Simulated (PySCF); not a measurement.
## Rb+ (rubidium, charge +1): LDA calculation

Configuration: [Kr], closed-shell 1S. Calculation: PySCF 2.14, in def2-TZVP with the def2 core potential (28 electrons) (6s4p3d, 33 functions); scalar relativity through the core potential.

```
Total energy                : -23.8285 hartree
One-electron energy         : -37.6767 hartree
Hartree (Coulomb) energy    : 17.3193 hartree
Exchange-correlation energy : -3.4711 hartree
⟨S²⟩                        : 0.0000
⟨L²⟩                        : 0.000
Sum of ⟨r⟩                  : 13.45 bohr
Sum of ⟨r²⟩                 : 25.74 bohr²
Time after the integrals    : 0.14 s of wall time on 1 thread of Intel(R) Xeon(R) Platinum 8375C CPU @ 2.90GHz (shared host)
```

```tsv
shell	electrons	mean orbital energy (eV)	rms radius, mean of both spins (bohr)
4s	2	-37.974	1.56
4p	6	-21.721	1.86
```

Energies and moments cover only the electrons outside the core potential.
